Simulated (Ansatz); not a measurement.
CH3ClFOSi (`CO[Si](F)Cl`) radical from Hartree–Fock to CCSD(T)

```xyz
8

C     0.646   -0.850   -0.583
O     0.035   -0.384    0.605
Si   -1.166    0.696    0.728
F    -1.235    1.085    2.266
Cl   -0.732    2.393   -0.355
H    -0.027   -1.509   -1.137
H     1.534   -1.413   -0.297
H     0.944   -0.017   -1.227
```

Total charge 0; spin multiplicity 2. The structure was optimised at the PBE0-D4/def2-TZVP level. It is one conformer, not always the lowest. Frozen core, unrestricted reference, Ansatz 0.2.0. CBS rows extrapolate triple and quadruple zeta; past MP2 they add the triple-zeta difference.

```csv
basis,HF (Eh),MP2 corr.,CCSD corr.,(T),CCSD(T) total
def2-SVP,?,-0.71228,-0.74898,-0.01629,?
def2-TZVPP,-962.59125,-0.93681,?,-0.03566,?
def2-QZVPP,-962.62432,-1.01985,–,–,–
CBS(def2),?,?,-1.11463,as TZ,?
```

(1) Fill in the withheld values. (Best estimate.)

## Answers

(1) Computed: def2-SVP HF (Eh): -962.04744; def2-SVP CCSD(T) total: -962.81271; def2-TZVPP CCSD corr.: -0.97007; def2-TZVPP CCSD(T) total: -963.59698; CBS(def2) HF (Eh): -962.62888; CBS(def2) MP2 corr.: -1.08137; CBS(def2) CCSD(T) total: -963.77917.
